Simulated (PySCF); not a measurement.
B(Et)(OMe)(NH2), SMILES CCB(N)OC (C3H10BNO) (GFN2-xTB optimised geometry):

```
16

B     -0.708     0.055     0.000
C     -1.435    -1.372    -0.012
C     -2.095    -1.681    -1.361
H     -2.202    -1.415     0.764
H     -0.715    -2.159     0.209
H     -1.349    -1.692    -2.151
H     -2.839    -0.926    -1.607
H     -2.587    -2.652    -1.339
O      0.652     0.055     0.000
C      1.427     1.224    -0.006
H      1.228     1.838     0.879
H      2.476     0.924    -0.001
H      1.233     1.825    -0.901
N     -1.473     1.231     0.000
H     -2.476     1.225     0.000
H     -1.087     2.159    -0.014
```

Computed with B3LYP/def2-TZVP run with PySCF.

Task: What are the frontier orbital energies and the dipole moment?

Result: HOMO-2 -8.61 eV, HOMO-1 -7.93 eV, HOMO -7.39 eV, LUMO 0.46 eV, LUMO+1 1.19 eV; dipole moment 2.24 D.

Meta-Löwdin charges at B3LYP/def2-TZVP: B1 0.33, C2 -0.32, C3 -0.31, H4 0.10, H5 0.11, H6 0.10, H7 0.10, H8 0.10, O9 -0.39, C10 -0.11, H11 0.10, H12 0.12, H13 0.10, N14 -0.50, H15 0.24, H16 0.23.
